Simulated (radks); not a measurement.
Problem. Bi4+, configuration [Xe] 4f14 5d10 6s1. All-electron calculation, scalar-relativistic Kohn-Sham, r2SCAN, spin-polarised, spherical densities, finite nucleus; open shells are filled with parallel spins first (spin-orbit coupling, left out, can overturn this in heavy ions); meta-GGA in the generalised Kohn-Sham scheme; Fermi nuclear charge, rms radius 5.5211 fm. Program: a radial shooting solver on a logarithmic mesh with Libxc functionals. Some entries of the table are withheld. Estimate them.

orbital  occ.  eigenvalue (eV)  <r^2> (bohr^2)
1s up       1        -90769.29       0.0003464
1s down     1        -90769.25       0.0003464
2s up       1        -16373.98        0.005244
2s down     1        -16373.98        0.005244
2p up       3        -14013.98        0.004487
2p down     3        -14013.97        0.004487
3s up       1        -3996.012         0.03365
3s down     1        -3995.990         0.03365
3p up       3        -3318.896         0.03498
3p down     3        -3318.873         0.03498
3d up       5        -2636.355         0.02903
3d down     5        -2636.337         0.02903
4s up       1        -956.2024          0.1603
4s down     1        -956.1459          0.1603
4p up       3        -733.4044          0.1837
4p down     3        -733.3412          0.1837
4d up       5        -477.1244          0.2057
4d down     5        -477.0511          0.2056
5s up       1        -201.6835          0.7782
5s down     1        -201.5837          0.7776
4f up       7        -195.4702          0.2321
4f down     7        -195.3952          0.2320
5p up       3        -139.1821             (1)
5p down     3        -139.0616             (2)
5d up       5         -68.3741           1.673
5d down     5         -67.8796           1.637
6s up       1              (3)           4.192
6s down     0              (4)           4.209

Solution. 
(1) 5p up <r^2> (bohr^2): 1.014
(2) 5p down <r^2> (bohr^2): 1.009
(3) 6s up eigenvalue (eV): -51.6227
(4) 6s down eigenvalue (eV): -49.4756
